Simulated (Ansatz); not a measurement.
Ideal-gas functions of F₂H₄N₂Si (`N[Si](N)(F)F`) at 600 K and 1 bar, from an Ansatz frequency run at PBE0-D4/def2-TZVP.

Molar mass 98.13 g/mol, point group C2 (symmetry number 2), electronic degeneracy 1, moments of inertia 123.665, 129.095, 143.181 u Å². Harmonic wavenumbers (cm⁻¹, unscaled): 215, 231, 250, 334, 354, 355, 375, 386, 431, 767, 804, 824, 928, 978, 1000, 1578, 1581, 3628, 3630, 3725, 3726.

Use S(trans) = R[1.5 ln M + 2.5 ln T − 1.1517]; rotational temperatures θ = 24.2544 K / I; S(rot) = R[ln(√π/σ · √(T³/θAθBθC)) + 1.5]; for each mode x = 1.438777 ν̃/T, S = R[x/(eˣ − 1) − ln(1 − e⁻ˣ)] and H = RT x/(eˣ − 1); 1 cm⁻¹ = 0.0119627 kJ/mol; R = 8.31446 J/(mol·K).

Question: By hand: the entropy, in J/(mol·K).

Answer: Translation 180.6. Rotation: θ = 0.1961, 0.1879, 0.1694 K, giving 112.4. Vibration, mode by mode: 13.91, 13.33, 12.69, 10.38, 9.92, 9.90, 9.47, 9.25, 8.40, 4.33, 4.04, 3.88, 3.19, 2.90, 2.79, 0.92, 0.92, 0.01, 0.01, 0.01, 0.01, in all 120.3. Electronic 0.0. Sum 413.3 J/(mol·K).

Question: By hand: H − E and G − E in kJ/mol, counted from the electronic energy.

Answer: Zero-point energy ½ × 26100 × 0.0119627 = 156.1; thermal vibration 39.4; translation, rotation and pV give 4 RT = 20.0. H − E = 215.5 kJ/mol, and G − E = 215.5 − 600 × 413.3/1000 = -32.5 kJ/mol.

Vibration gives 29 % of the entropy. The sum counts one conformer and one mirror image; others add a mixing term.
